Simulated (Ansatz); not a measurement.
Input for Ansatz (an electronic-structure program): U-SVWN5/def2-TZVPP on BeB-, 2S+1 = 3, a spin state set in the input, which need not be the lowest, a point of a bond scan (R = 1.797 Å). Charge -1.

Ansatz 0.2 input:
```yaml
crystal:
  periodic: [false, false, false]
  atoms:
    - {symbol: Be, position_ang: [0.00000000, 0.00000000, 0.00000000]}
    - {symbol: B, position_ang: [0.00000000, 0.00000000, 1.79742900]}
basis:
  gaussian:
    orbitals: def2-TZVPP
    pivot_positions_ang: [[0.00000000, 0.00000000, 0.00000000], [0.00000000, 0.00000000, 1.79742900]]
hamiltonian:
  xc: {name: SVWN5}
total_charge: -1
magnetization: {spin_polarized: true, initial_magnetization: 2}
output: {forces: true, orbitals: {seedname: ./end}}
```

The head of its log:

```
WARN ansatz: RAYON_NUM_THREADS=1 ignored (pool sized by the plan → 1); use --threads N
Functional definition: SVWN5
integrals: 0.00 GiB planned
310 factors; their error is unknown
mean field: 0.09 GiB planned
mean field evaluation 1: about -1058.8802 eV, gradient 4.3e0 eV
mean field evaluation 2: about -1058.0595 eV, gradient 8.9e0 eV
```

### Question
Give the final energy of this run.

### Answer
-38.9197 hartree. Its determinant has ⟨S²⟩ = 2.38, a mixture of spin states.
